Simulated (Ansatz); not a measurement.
Stepwise reaction of `[F][Al]([F])[SeH]` with hydrogen, as a gas-phase model of exchange steps in deposition or etching. ΔE in kJ/mol; ΔG adds harmonic PBE0-D4 terms to CCSD(T)/CBS, at 1 bar.

Computed with Ansatz on PBE0-D4/def2-TZVP structures; ΔE is electronic, products minus reactants. CBS: MP2 limit from def2 TZ/QZ plus the TZ coupled-cluster correction, frozen cores. This one scheme is used for every species. Functionals use def2-TZVPP. B3LYP here is the variant with VWN-RPA as its local correlation; programs differ in this. For Se outer-core shells are correlated without core-valence functions, which leaves a few kJ/mol of doubt a bond. Scalar relativity is left out up to krypton. Each species was taken in one conformer, which may not be the lowest.

```
step                                          reaction  PBE-D4  B3LYP-D4  ωB97M-V  CCSD(T)/CBS  ΔG(500 K)
   1  `[F][Al]([F])[SeH]` + H₂ → `[F][AlH][SeH]` + H–F   152.4     160.6    157.8        158.6      155.8
   2        `[F][AlH][SeH]` + H₂ → `[AlH2][SeH]` + H–F   160.2     168.0    166.0        165.4      163.1
```

**Question.** By hand: ΔE of the 2 steps together at CCSD(T)/CBS.

**Answer.** (158.6) + (165.4) = 324.0 kJ/mol, or 162.0 kJ/mol a step.

In ΔE each step is higher than the one before. All are uphill at CCSD(T)/CBS. ΔG lies between 155.8 and 163.1 kJ/mol a step. PBE-D4 differs from CCSD(T)/CBS by -6.2 to -5.2 kJ/mol a step. Isolated molecules leave out the surface, adducts and barriers. Largest T1 diagnostic: 0.011.
